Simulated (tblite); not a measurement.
Compound: C4H13BO.
Bonds: B1–O2, O2–C3, O2–C4, C4–C5, C5–C6. Hydrogens: H7, H8, H9 on B1; H10, H11, H12 on C3; H13, H14 on C4; H15, H16 on C5; H17, H18, H19 on C6.

Computed with GFN2-xTB (tblite), gas phase: Langevin dynamics at 200 K from the optimised GFN2-xTB geometry, time step 0.5 fs, friction 0.01 fs⁻¹, 2000 steps.

Start geometry:
```
atom  x, y, z in Å
B1     -2.057    1.358   -0.029
O2     -1.008    0.205    0.538
C3     -1.593   -1.082    0.487
C4      0.246    0.280   -0.131
C5      1.357   -0.484    0.590
C6      2.719   -0.129    0.005
H7     -2.246    1.099   -1.178
H8     -3.017    1.234    0.655
H9     -1.483    2.381    0.143
H10    -1.728   -1.414   -0.548
H11    -0.977   -1.800    1.032
H12    -2.568   -1.005    0.962
H13     0.141   -0.072   -1.167
H14     0.493    1.343   -0.155
H15     1.204   -1.562    0.503
H16     1.331   -0.220    1.650
H17     2.920    0.933    0.116
H18     2.755   -0.375   -1.053
H19     3.503   -0.683    0.515
```

The statistics below take the 31 frames saved every 25 fs from 250 to 1000 fs; their kinetic temperature (all 3N coordinates) averages 206 K.

Problem. Give the mean, spread and extremes of the bond lengths.

Solution. 
```json
{"bond": "B1–O2", "start (Å)": "1.659", "mean (Å)": "1.678", "standard deviation (Å)": "0.039", "shortest (Å)": "1.605", "longest (Å)": "1.760"}
{"bond": "O2–C3", "start (Å)": "1.415", "mean (Å)": "1.422", "standard deviation (Å)": "0.023", "shortest (Å)": "1.383", "longest (Å)": "1.472"}
{"bond": "O2–C4", "start (Å)": "1.424", "mean (Å)": "1.428", "standard deviation (Å)": "0.031", "shortest (Å)": "1.360", "longest (Å)": "1.494"}
{"bond": "C4–C5", "start (Å)": "1.528", "mean (Å)": "1.533", "standard deviation (Å)": "0.035", "shortest (Å)": "1.465", "longest (Å)": "1.588"}
{"bond": "C5–C6", "start (Å)": "1.524", "mean (Å)": "1.531", "standard deviation (Å)": "0.024", "shortest (Å)": "1.483", "longest (Å)": "1.596"}
{"bond": "B1–H7", "start (Å)": "1.192", "mean (Å)": "1.193", "standard deviation (Å)": "0.023", "shortest (Å)": "1.155", "longest (Å)": "1.248"}
{"bond": "B1–H8", "start (Å)": "1.185", "mean (Å)": "1.194", "standard deviation (Å)": "0.029", "shortest (Å)": "1.134", "longest (Å)": "1.260"}
{"bond": "B1–H9", "start (Å)": "1.186", "mean (Å)": "1.182", "standard deviation (Å)": "0.019", "shortest (Å)": "1.144", "longest (Å)": "1.232"}
{"bond": "C3–H10", "start (Å)": "1.095", "mean (Å)": "1.098", "standard deviation (Å)": "0.029", "shortest (Å)": "1.050", "longest (Å)": "1.168"}
{"bond": "C3–H11", "start (Å)": "1.092", "mean (Å)": "1.099", "standard deviation (Å)": "0.021", "shortest (Å)": "1.063", "longest (Å)": "1.154"}
{"bond": "C3–H12", "start (Å)": "1.087", "mean (Å)": "1.092", "standard deviation (Å)": "0.023", "shortest (Å)": "1.046", "longest (Å)": "1.148"}
{"bond": "C4–H13", "start (Å)": "1.099", "mean (Å)": "1.099", "standard deviation (Å)": "0.018", "shortest (Å)": "1.060", "longest (Å)": "1.141"}
{"bond": "C4–H14", "start (Å)": "1.091", "mean (Å)": "1.093", "standard deviation (Å)": "0.017", "shortest (Å)": "1.051", "longest (Å)": "1.131"}
{"bond": "C5–H15", "start (Å)": "1.092", "mean (Å)": "1.094", "standard deviation (Å)": "0.026", "shortest (Å)": "1.049", "longest (Å)": "1.136"}
{"bond": "C5–H16", "start (Å)": "1.092", "mean (Å)": "1.097", "standard deviation (Å)": "0.026", "shortest (Å)": "1.042", "longest (Å)": "1.148"}
{"bond": "C6–H17", "start (Å)": "1.087", "mean (Å)": "1.085", "standard deviation (Å)": "0.021", "shortest (Å)": "1.044", "longest (Å)": "1.124"}
{"bond": "C6–H18", "start (Å)": "1.087", "mean (Å)": "1.091", "standard deviation (Å)": "0.023", "shortest (Å)": "1.057", "longest (Å)": "1.164"}
{"bond": "C6–H19", "start (Å)": "1.087", "mean (Å)": "1.090", "standard deviation (Å)": "0.018", "shortest (Å)": "1.049", "longest (Å)": "1.135"}
```

Problem. Give the same statistics for bond angles, one of each kind among heavy atoms.

Solution. 
```csv
angle,start (°),mean (°),standard deviation (°),smallest (°),largest (°)
B1–O2–C3,111.0,111.8,4.5,101.6,121.7
B1–O2–C4,111.1,111.3,3.5,104.4,118.9
C3–O2–C4,113.3,113.2,2.7,108.6,119.0
O2–C4–C5,113.1,112.9,2.5,108.5,117.7
C4–C5–C6,110.6,109.9,3.5,103.1,116.8
```

Problem. How far does each atom move about its mean position (frames aligned on the start, all atoms weighted alike), and what rms force does it feel?

Solution. 
```tsv
atom	rms displacement (Å)	rms force (eV/Å)
B1	0.11	1.00
O2	0.09	1.23
C3	0.11	1.57
C4	0.14	1.69
C5	0.12	1.53
C6	0.10	1.66
H7	0.28	0.49
H8	0.22	0.68
H9	0.23	0.50
H10	0.36	0.93
H11	0.32	0.80
H12	0.25	0.85
H13	0.25	0.61
H14	0.25	0.67
H15	0.25	0.88
H16	0.25	0.88
H17	0.30	0.83
H18	0.33	0.84
H19	0.31	0.66
```

The displacements run from 0.09 to 0.36 Å, the largest at H10.

Problem. Follow the torsions B1–O2–C4–C5 and O2–C4–C5–C6 through every second one of these frames.

Solution. 
```
t (fs)  B1–O2–C4–C5 (°)  O2–C4–C5–C6 (°)
   250              154             -168
   300              162             -179
   350              165             -177
   400              160             -168
   450              154              180
   500              172             -173
   550              162             -157
   600              152             -156
   650              159             -160
   700              148             -161
   750              143             -168
   800              137             -171
   850              146             -175
   900              148             -172
   950              170             -179
  1000              176             -179
```

Largest departure from the start value over all these frames: B1–O2–C4–C5 28° (start 164°), O2–C4–C5–C6 14° (start -168°).

The run is classical and short, so these are rough statistics of one trajectory.

What follows is the cost of the whole dynamics run. The run took 15 s on one thread, Arm Neoverse N1 (aarch64), shared host with 64 logical CPUs at a one-minute load of 51, and the process peaked at 0.18 GiB of memory.
